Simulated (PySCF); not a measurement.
C₂H₈FNSi. Atoms are numbered in the order given.

```xyz
13

C     -0.5704    -0.8003    -1.5654
Si     0.0157     0.0234     0.0000
C     -0.5704    -0.8003     1.5654
N     -0.4819     1.6706     0.0000
F      1.6563    -0.1162     0.0000
H     -1.6705    -0.8090    -1.6183
H     -0.1895    -0.2745    -2.4560
H     -0.2124    -1.8409    -1.6158
H     -0.1895    -0.2745     2.4560
H     -1.6705    -0.8090     1.6183
H     -0.2124    -1.8409     1.6158
H     -0.3810     2.2381     0.8350
H     -0.3810     2.2381    -0.8350
```
Charge 0, spin multiplicity 1.

Geometry: ωB97X-D3(BJ)/def2-SVP. This is a generated structure with no PubChem entry under its InChIKey; it may be hypothetical. The values are those of a single conformer.

All values below come from PBE/pcSseg-1 (PySCF).

GIAO shieldings, no solvent; atoms alike by connectivity are averaged. δ = σ(ref) − σ: ¹³C against TMS (σ = 182.0 ppm); ²⁹Si against TMS (σ = 335.4 ppm); ¹⁵N against NH3 (σ = 267.0 ppm); ¹⁹F against CFCl3 (σ = 133.6 ppm); ¹H against TMS (σ = 31.49 ppm), references at their B3LYP-D3(BJ)/def2-TZVP geometries, non-relativistic.

Computed chemical shifts:
| nucleus | atoms | count | δ (ppm) |
|---|---|---|---|
| ¹³C | C1, C3 | 2 | -0.7 |
| ²⁹Si | Si2 | 1 | 12.9 |
| ¹⁵N | N4 | 1 | 42.4 |
| ¹⁹F | F5 | 1 | -162.2 |
| ¹H | H12, H13 | 2 | 1.10 |
| ¹H | H6, H7, H8, H9, H10, H11 | 6 | 0.39 |
